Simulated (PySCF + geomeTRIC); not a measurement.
Calculation: PBE0-D3(BJ)/def2-TZVP in PySCF + geomeTRIC. fastk is a local helper that only speeds up exchange builds. No frequencies were computed at this level.

```python
import json, numpy as np
from pyscf import gto, dft
from fastk import lowrank_exchange
atoms = """
Al    -0.214357     0.010196     0.050661
I      2.195419    -0.105096     0.733277
H     -1.070868    -1.254397    -0.105081
H     -0.910191     1.349298    -0.231535
"""
def scf(charge, spin, dm0=None):
    mol = gto.M(atom=atoms, basis='def2-tzvp', ecp={'I': 'def2-tzvp'}, charge=charge, spin=spin, verbose=3, max_memory=3780)
    mf = dft.KS(mol, xc='pbe0').density_fit(auxbasis="def2-universal-jkfit")
    mf.disp = 'd3bj'
    mf.grids.level = 3
    mf.conv_tol = 1e-8
    mf.max_cycle = 60
    mf.kernel(dm0)
    if not mf.converged:
        mf = mf.newton().run(mf.mo_coeff, mf.mo_occ).undo_soscf()
    return mf
mf = scf(0, 0)
from pyscf.geomopt.geometric_solver import kernel as optimize
path = []
done, mol = optimize(mf, maxsteps=80, assert_convergence=False, callback=lambda env: path.append((env["energy"], bool(env["g_scanner"].converged))))
res = dict(converged=bool(done and path[-1][1]), energy=path[-1][0], path=[e for e, c in path], xyz=mol.atom_coords(unit="Angstrom").tolist(), nao=mol.nao)
json.dump(res, open("result.json", "w"))
```

Output:

```
converged SCF energy = -541.281842034363
Geometry optimization cycle 1
converged SCF energy = -541.281842033298
cycle 1: E = -541.281842033  dE = -541.282  norm(grad) = 0.0246367
Geometry optimization cycle 2
converged SCF energy = -541.283875635174
cycle 2: E = -541.283875635  dE = -0.0020336  norm(grad) = 0.00624074
Geometry optimization cycle 3
converged SCF energy = -541.284058887794
cycle 3: E = -541.284058888  dE = -0.000183253  norm(grad) = 0.00363852
Geometry optimization cycle 4
converged SCF energy = -541.284127927876
cycle 4: E = -541.284127928  dE = -6.90401e-05  norm(grad) = 0.000888786
Geometry optimization cycle 5
converged SCF energy = -541.284126080556
cycle 5: E = -541.284126081  dE = 1.84732e-06  norm(grad) = 0.000862439
Geometry optimization cycle 6
converged SCF energy = -541.284133043921
cycle 6: E = -541.284133044  dE = -6.96336e-06  norm(grad) = 0.000162017
Geometry optimization cycle 7
converged SCF energy = -541.284133246632
cycle 7: E = -541.284133247  dE = -2.02711e-07  norm(grad) = 1.9115e-05
<class 'geometric.internal.Distance'> : 3
<class 'geometric.internal.Angle'> : 2
<class 'geometric.internal.OutOfPlane'> : 1
<class 'geometric.internal.TranslationX'> : 1
<class 'geometric.internal.TranslationY'> : 1
<class 'geometric.internal.TranslationZ'> : 1
<class 'geometric.internal.RotationA'> : 1
<class 'geometric.internal.RotationB'> : 1
<class 'geometric.internal.RotationC'> : 1
Step    0 : Gradient = 1.232e-02/1.379e-02 (rms/max) Energy = -541.2818420333
Step    1 : Displace = 7.195e-02/9.720e-02 (rms/max) Trust = 1.000e-01 (=) Grad = 3.120e-03/5.185e-03 (rms/max) E (change) = -541.2838756352 (-2.034e-03) Quality = 0.947
Step    2 : Displace = 2.218e-02/2.394e-02 (rms/max) Trust = 1.414e-01 (+) Grad = 1.819e-03/3.022e-03 (rms/max) E (change) = -541.2840588878 (-1.833e-04) Quality = 1.341
Step    3 : Displace = 1.540e-02/2.126e-02 (rms/max) Trust = 2.000e-01 (+) Grad = 4.444e-04/6.713e-04 (rms/max) E (change) = -541.2841279279 (-6.904e-05) Quality = 1.108
Step    4 : Displace = 7.605e-03/1.171e-02 (rms/max) Trust = 2.828e-01 (+) Grad = 4.312e-04/7.412e-04 (rms/max) E (change) = -541.2841260806 (+1.847e-06) Quality = -0.204
Step    5 : Displace = 3.806e-03/6.428e-03 (rms/max) Trust = 3.802e-03 (-) Grad = 8.101e-05/1.395e-04 (rms/max) E (change) = -541.2841330439 (-6.963e-06) Quality = 0.984
Step    6 : Displace = 7.675e-04/1.153e-03 (rms/max) Trust = 5.377e-03 (+) Grad = 9.557e-06/1.525e-05 (rms/max) E (change) = -541.2841332466 (-2.027e-07) Quality = 0.992
Converged! =D
```

Cost: very roughly 50 core-seconds.
